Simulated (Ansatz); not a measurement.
Basis-set extrapolation for C2H5BO (`CBC=O`) (PBE0-D4/def2-TZVP geometry, frozen core, the Gaussian-basis code of Ansatz). Multiplicity 1, RHF reference.

|  | def2-TZVPP | def2-QZVPP |
| --- | --- | --- |
| HF | -178.236331 | -178.244612 |
| MP2 correlation | -0.658027 | -0.704081 |
| CCSD(T) correlation | -0.718327 | not run |

Energies in hartree. Use E(X) = E(∞) + A·exp(−7.88·√X) for Hartree–Fock and E(X) = E(∞) + B·X^(−2.97) for correlation, with X = 3 and 4, and add CCSD(T) minus MP2 of the smaller set to the MP2 limit.

**Question.** What is the CCSD(T) energy at the basis-set limit?

**Answer.** HF limit: -178.244612 + (-0.008281) × 0.13774 = -178.24575. MP2 limit: -0.704081 + (-0.046054) × 0.74074 = -0.73820. Higher-order term: -0.718327 − (-0.658027) = -0.06030. Total: -179.04425 hartree, 235.2 kJ/mol below CCSD(T)/def2-TZVPP.
